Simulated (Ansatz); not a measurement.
Computed with Ansatz on PBE0-D4/def2-TZVP structures; ΔE is electronic, products minus reactants. CCSD(T)/CBS is the MP2 limit (def2-TZVPP, def2-QZVPP) plus CCSD(T) − MP2 in def2-TZVPP, frozen cores. This one scheme is used for every species. DFT in def2-TZVPP. B3LYP here is the variant with VWN-RPA as its local correlation; programs differ in this. For Se outer-core shells are correlated without core-valence functions, which leaves a few kJ/mol of doubt a bond. Scalar relativity is left out up to krypton. Each species was taken in one conformer, which may not be the lowest.

`[SiH3]B(Cl)[SeH]` + `O=CO[SiH3]` → `[SiH3]BCl` + `O=C([SeH])O[SiH3]`  (redistribution)

```
             level  ΔE (kJ/mol)  difference from CCSD(T)/CBS
            PBE-D4        105.3                         -7.7
         r2SCAN-D4        105.4                         -7.6
           PBE0-D4        108.8                         -4.2
          B3LYP-D4        102.6                        -10.4
           ωB97X-V        103.9                         -9.1
            B2PLYP        105.3                         -7.7
               PBE        103.9                         -9.1
            r2SCAN        105.3                         -7.7
              PBE0        107.6                         -5.4
             B3LYP        100.1                        -12.9
    MP2/def2-TZVPP        113.9                          0.9
SCS-MP2/def2-TZVPP        109.2                         -3.8
   CCSD/def2-TZVPP        108.9                         -4.1
     HF/def2-QZVPP        102.2                        -10.8
     MP2/CBS(def2)        117.4                          4.4
    CCSD/CBS(def2)        112.4                         -0.6
       CCSD(T)/CBS        113.0                            0
```

Largest T1 diagnostic among the species: 0.016.

In def2-TZVPP, CCSD(T) changes the Hartree–Fock value by +6.4 kJ/mol (the triples alone add +0.5 kJ/mol) and MP2 by +10.9 kJ/mol. From PBE to PBE0 (25 % exact exchange), in def2-TZVPP and without D4, ΔE moves by +3.7 kJ/mol.
